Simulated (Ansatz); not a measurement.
Reaction (redistribution): `CS[SiH](O)F` + `O[SiH](O)O[Si](F)(F)F` → `O[SiH](O)O[SiH](O)F` + `CS[Si](F)(F)F`

Isolated molecules relaxed with PBE0-D4/def2-TZVP in Ansatz; ΔE leaves out vibrations. CCSD(T)/CBS adds triple-zeta CCSD(T) − MP2 to the extrapolated MP2 energy (def2 sets, frozen cores). One conformer a species, not always the lowest.

`CS[SiH](O)F`:

Cartesian coordinates in Å:
```
C 0.806 0.931 1.342
S -0.334 1.211 -0.048
Si -0.277 -0.699 -0.944
O -1.487 -0.814 -2.024
F -0.412 -1.790 0.216
H 0.836 1.860 1.909
H 1.811 0.705 0.986
H 0.446 0.129 1.983
H 0.972 -1.015 -1.657
H -2.361 -0.517 -1.763
```

`O[SiH](O)O[Si](F)(F)F`:

Cartesian coordinates in Å:
```
O 2.221 0.399 -0.769
Si 0.902 -0.537 -0.608
O 0.874 -1.402 0.776
O -0.453 0.377 -0.521
Si -1.755 0.759 0.310
F -2.606 1.797 -0.501
F -2.659 -0.491 0.595
F -1.381 1.416 1.688
H 2.407 1.067 -0.107
H 0.861 -1.370 -1.817
H 1.588 -2.014 0.955
```

`O[SiH](O)O[SiH](O)F`:

Z-matrix (Å, degrees):
```
Si
O 1 1.633
O 1 1.643 2 108.9
O 1 1.623 2 108.7 3 122.1
H 1 1.471 2 113.7 3 -119.8
H 2 0.960 1 117.7 3 29.6
Si 3 1.615 1 142.8 2 -6.7
H 4 0.958 1 118.2 2 -38.2
O 7 1.618 3 112.1 1 -136.5
F 7 1.603 3 105.9 1 -16.1
H 7 1.466 3 113.2 1 101.7
H 9 0.958 7 119.9 3 39.7
```

`CS[Si](F)(F)F`:

Z-matrix (Å, degrees):
```
C
S 1 1.824
H 1 1.089 2 111.0
H 1 1.088 2 111.0 3 -123.5
H 1 1.089 2 105.8 3 118.3
Si 2 2.080 1 98.2 3 61.9
F 6 1.572 2 109.0 1 179.9
F 6 1.577 2 112.8 1 -59.7
F 6 1.578 2 112.8 1 59.5
```

```tsv
species	CCSD(T)/CBS(def2) energy (Eh)
`CS[SiH](O)F`	-903.03397
`O[SiH](O)O[Si](F)(F)F`	-1105.30661
`O[SiH](O)O[SiH](O)F`	-982.00570
`CS[Si](F)(F)F`	-1026.33397
```

Work out ΔE.

ΔE = (-982.00570) + (-1026.33397) − (-903.03397) − (-1105.30661) = 0.00091 Eh = +0.6 kcal/mol.

Largest T1 diagnostic among the species: 0.012.

In def2-TZVPP, CCSD(T) changes the Hartree–Fock value by −1.4 kcal/mol (the triples alone add −0.3 kcal/mol) and MP2 by −1.4 kcal/mol.
